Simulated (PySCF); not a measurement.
# Radial density of Be²⁺ (beryllium, charge +2)

M06-2X, 1s2, closed-shell 1S. Computed with PySCF 2.14 in aug-cc-pVQZ, with the non-relativistic Hamiltonian (point nucleus).

```tsv
r (bohr)	4πr²ρ (e/bohr)
0.00630	0.01633
0.0106	0.04457
0.0178	0.1191
0.0300	0.3057
0.0504	0.7358
0.0848	1.587
0.143	2.861
0.240	3.851
0.404	3.231
0.679	1.263
1.14	0.1434
1.92	0.002427
```
